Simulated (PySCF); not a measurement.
silanone cation (H2OSi), SMILES O=[SiH2] (connectivity only; charge and spin as stated), charge +1, multiplicity 2.

Coordinates come from a r2SCAN-D4/def2-TZVP optimisation. The multiplicity is an assumed one; other spin states were not compared.

Method: r2SCAN-D4/def2-TZVP in PySCF.

Frequencies are harmonic and unscaled.

```
mode  ν (cm⁻¹)  IR (km/mol)  moving atoms (share of kinetic energy)
----  --------  -----------  --------------------------------------
1          469         39.3                  H 82 %, Si 10 %, O 9 %
2          651         28.9                         H 86 %, Si 12 %
3          820         12.4                                  H 93 %
4          979          7.7                         O 58 %, Si 38 %
5         2222         33.9                                  H 99 %
6         2291         25.1                                  H 95 %
```
